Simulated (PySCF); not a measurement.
**IHfN, singlet: data card**

Method: PySCF, PBE0, basis Hf def2-TZVP with ECP60, N def2-TZVP, I def2-TZVP with ECP28 (scalar-relativistic core potentials, no spin–orbit coupling, density fitting).

The structure is a minimum.

```
Point group                                                                   : Cs
Bond lengths                                                                  : Hf–I 2.746 Å, Hf–N 1.718 Å
Bond angles                                                                   : I–Hf–N 110.3°
Rotational symmetry number                                                    : 1
Entropy at 298.15 K and 1 bar                                                 : 318.9 J/(mol K)
Principal quadrupole moments (Buckingham, traceless) about the centre of mass : -24.16, 8.45, 15.71 D Å
Highest occupied level                                                        : -6.13 eV
Dipole moment                                                                 : 6.87 D
Heat capacity Cp at 298.15 K                                                  : 50.7 J/(mol K)
Enthalpy at 298.15 K above 0 K                                                : 13.28 kJ/mol
Zero-point energy                                                             : 7.9 kJ/mol
Lowest empty level                                                            : -3.31 eV
Atomisation energy without zero-point energy                                  : 827 kJ/mol
Rotational constants                                                          : 0.5215, 0.02792, 0.0265 cm⁻¹
Principal polarisabilities                                                    : 54.1, 73.1, 108.2 bohr³
```

Harmonic modes (masses in u: Hf 179.947, N 14.003, I 126.904):
```tsv
symmetry	ω (cm⁻¹)	IR (km/mol)
a'	135	12.9
a'	193	36.9
a'	989	111
```

Charges (e):
```tsv
atom	Mulliken	Löwdin	polar tensor	Mayer order to Hf1
Hf1	0.87	0.38	1.29	–
N2	-0.49	-0.38	-0.81	3.06
I3	-0.38	0.00	-0.48	1.04
```

Mulliken populations on Hf1 (electrons outside its core potential): s 2.31, p 6.26, d 2.50, f 0.06.

Outer orbital energies (eV). occupied: -18.65, -17.39, -8.64, -7.73, -7.67, -6.97, -6.71, -6.13; empty: -3.31, -1.90, -1.87, -0.76.

Formally Hf is in oxidation state +4, d0. The polar-tensor charge on Hf, 1.29, is far below the formal one.

Other isomers or separated fragments may lie lower. No spin–orbit coupling is included, which matters more the heavier the element.

The final relaxation and frequency run took roughly 2 core-minutes on a shared host.
